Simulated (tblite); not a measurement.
Species: C5H9NSSi.
Atom-mapped SMILES: `[CH3:1][c:2]1[s:3][cH:4][cH:5][c:6]1[NH:7][SiH3:8]` (hydrogens: H9, H10, H11 on C1; H12 on C4; H13 on C5; H14 on N7; H15, H16, H17 on Si8)

Structure used (GFN2-xTB), in Å, numbered top down from 1:
```xyz
17
C5H9NSSi angstrom
C     -2.3377   -0.6967    0.8514
C     -1.3622    0.3587    0.4506
S     -1.8749    1.9998    0.2084
C     -0.2769    2.4853   -0.1953
C      0.5971    1.4526   -0.1454
C     -0.0171    0.2250    0.2262
N      0.6697   -0.9676    0.3460
Si     2.3556   -1.2438    0.1004
H     -2.0568   -1.1473    1.8054
H     -3.3290   -0.2639    0.9570
H     -2.3879   -1.4890    0.1018
H     -0.0869    3.5096   -0.4463
H      1.6457    1.5398   -0.3627
H      0.0725   -1.7320    0.6183
H      2.7337   -0.9144   -1.2782
H      2.4979   -2.6717    0.3733
H      3.1503   -0.4326    1.0288
```

Level: GFN2-xTB in tblite, geometry and Hessian alike; calculated harmonic values, unscaled, isolated species. This tight-binding method is rough: wavenumbers can miss measured ones by several per cent, in bad cases by 10 to 20. Modes of hydrogen on silicon can be 10 to 20 % off. One conformer, not necessarily the lowest.

Harmonic wavenumbers (cm⁻¹): 53.2, 84.0, 128.3, 140.2, 183.8, 239.5, 281.8, 342.3, 383.1, 411.4, 475.6, 580.4, 580.9, 587.9, 678.8, 716.8, 739.7, 759.6, 797.1, 814.9, 817.8, 829.0, 855.9, 960.0, 1033.6, 1060.6, 1118.1, 1172.5, 1218.6, 1314.8, 1401.2, 1421.0, 1481.0, 1484.4, 1487.3, 1604.5, 2210.9, 2234.8, 2279.2, 2967.2, 2983.3, 3049.2, 3134.2, 3164.7, 3466.1.

A = 2887, B = 910.6, C = 700.8 MHz; mass 143.022 u (most abundant isotopes); point group Cs, symmetry number 1.

What is the zero-point energy?

½Σν̃ = 26865 cm⁻¹ = 76.81 kcal/mol.

What is S at 200 K and 1 bar for an ideal gas of classical rigid rotors and harmonic oscillators?

Translation 38.83, rotation 28.36, vibration 17.64: S = 84.8 cal/(mol K).

And Cp and H(200 K) − H(0)?

Cp = 28.50 cal/(mol K), of which vibrations give 20.55 (their classical limit is 45 R = 89.4); H(200 K) − H(0) = 3.58 kcal/mol without the zero-point energy, 1.99 from vibrations.

Blend soft modes into free rotors: weight 1/[1 + (100 cm⁻¹/ν̃)⁴] for the oscillator and the rest for a rotor with moment μB/(μ + B), μ = h/(8π²ν), B = 10⁻⁴⁴ kg m². What vibrational entropy results?

16.69 cal/(mol K) in place of 17.64, which changes −T·S at 200 K by +0.19 kcal/mol.

How do the functions run with temperature in this model?

| T (K) | S (cal/(mol K)) | Cp (cal/(mol K)) | H − H(0) (kcal/mol) | G − H(0) (kcal/mol) | ln q(vib) |
| --- | --- | --- | --- | --- | --- |
| 100 | 69.1 | 18.1 | 1.25 | -5.66 | 1.43 |
| 300 | 98.4 | 38.9 | 6.96 | -22.56 | 6.40 |
| 500 | 122.4 | 55.3 | 16.49 | -44.69 | 11.51 |
| 800 | 151.9 | 70.0 | 35.50 | -86.01 | 18.75 |
| 1000 | 168.2 | 76.2 | 50.15 | -118.05 | 23.16 |

q(vib) and H(0) count from the zero-point level.

What must be added to the electronic energy to get the Gibbs energy at 200 K and 1 bar?

ZPE + [H(200 K) − H(0)] − T·S = 76.81 + 3.58 − 16.96 = 63.43 kcal/mol.

Which modes carry the vibrational entropy at 200 K?

53.2 cm⁻¹: 3.91; 84.0 cm⁻¹: 3.02; 128.3 cm⁻¹: 2.22; 140.2 cm⁻¹: 2.05; 183.8 cm⁻¹: 1.57; 239.5 cm⁻¹: 1.13 cal/(mol K); the other 39 give 3.74 together.

Hindered rotation and anharmonicity are outside this model. Other conformers, if any are populated, would add a mixing term that is left out.
